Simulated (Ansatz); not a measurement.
The cluster Sn₅Au⁺. Charge 1, multiplicity 3. Geometry PBE-D4/def2-SVP, that of the neutral doublet; atoms count from 1.

```xyz
6

Au    0.762    2.099    0.056
Sn   -1.307   -1.737    0.007
Sn    1.572   -1.737   -0.218
Sn   -1.921    1.021    0.206
Sn    0.598    0.072    1.908
Sn    0.296    0.284   -1.958
```

In the def2 sets Au, Sn take a core potential; there is no spin–orbit coupling. At PBE0-D4/def2-TZVP a singlet of charge 1 lies 0.20 eV below the triplet at the same geometry. The structure comes from a short search, and lower isomers may exist.

(1) Estimate the Mulliken populations from the PBE0/def2-TZVP orbitals of Ansatz.

(2) Where does the spin sit?

(3) And the Mayer bond orders between bonded heavy atoms (over 0.3)?

## Answers

(1) 
| atom | charge (e) | spin (α − β) | d electrons |
| --- | --- | --- | --- |
| Au1 | 0.47 | 0.00 | 9.60 |
| Sn2 | 0.15 | 0.35 | – |
| Sn3 | 0.18 | 0.32 | – |
| Sn4 | 0.11 | 0.49 | – |
| Sn5 | 0.05 | 0.43 | – |
| Sn6 | 0.05 | 0.42 | – |
Mulliken values and Mayer orders depend strongly on the basis.

(2) Summed by element: Au 0.00, Sn 2.00, of 2 unpaired in all. Largest on single atoms: Sn4 0.49, Sn5 0.43, Sn6 0.42.

(3) Au1–Sn4 0.34 (2.90 Å); Au1–Sn5 0.49 (2.75 Å); Au1–Sn6 0.49 (2.75 Å); Sn2–Sn3 0.75 (2.89 Å); Sn2–Sn4 0.80 (2.83 Å); Sn2–Sn5 0.46 (3.24 Å); Sn2–Sn6 0.47 (3.24 Å); Sn3–Sn5 0.78 (2.96 Å); Sn3–Sn6 0.78 (2.96 Å); Sn4–Sn5 0.56 (3.19 Å); Sn4–Sn6 0.56 (3.18 Å). Values over 0.3 also appear between atoms too far apart for a bond (Sn3–Sn4 0.35 at 4.47 Å; Sn5–Sn6 0.41 at 3.88 Å); they arise where an orbital or an unpaired electron spreads over both atoms.
